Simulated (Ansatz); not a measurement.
Coupled-cluster diagnostics for n-SiSiSiSiSiH12 (Si5H12), Ansatz.

Geometry of the singlet (r2SCAN-D4/def2-SVP):

```xyz
17

Si   -1.1260    0.6139    2.3064
Si    1.0239   -0.0866    1.6768
Si    0.8246   -1.6984   -0.0206
Si   -0.5837   -0.8207   -1.6835
Si    0.1917    1.3111   -2.2865
H    -1.9526   -0.5758    2.6765
H    -1.0785    1.5511    3.4710
H    -1.7841    1.3074    1.1571
H     1.7544   -0.6386    2.8612
H     1.7951    1.0858    1.1534
H     0.2501   -2.9586    0.5496
H     2.1643   -2.0105   -0.6131
H    -1.9734   -0.7064   -1.1368
H    -0.6230   -1.7141   -2.8842
H     0.0844    2.2335   -1.1148
H     1.6290    1.2251   -2.6901
H    -0.5961    1.8819   -3.4223
```

Correlated methods freeze 25 core orbitals. Another isomer (singlet) lies 0.16 eV lower at PBE0-D4/def2-TZVP; other spin states weren't run for this one.

Q: Estimate the CCSD(T) correlation energy, the shares of MP2 and (T), T1 and the reference's ⟨S²⟩ for: charge 0, singlet, own geometry in def2-SVP; and the rough time on 4 threads of Arm Neoverse V2 on a shared host.

A: 
```
                          state     basis  correlation (eV)  MP2 share (%)  (T) share (%)     T1  ⟨S²⟩ (pure)  wall time
charge 0, singlet, own geometry  def2-SVP           -17.377           80.3            2.8  0.013  0.00 (0.00)       16 s
```
Customary marks for T1 are 0.02 (closed shells), 0.045 (open shells) and about 0.05 (3d metals). T1 stays under 0.02 throughout.
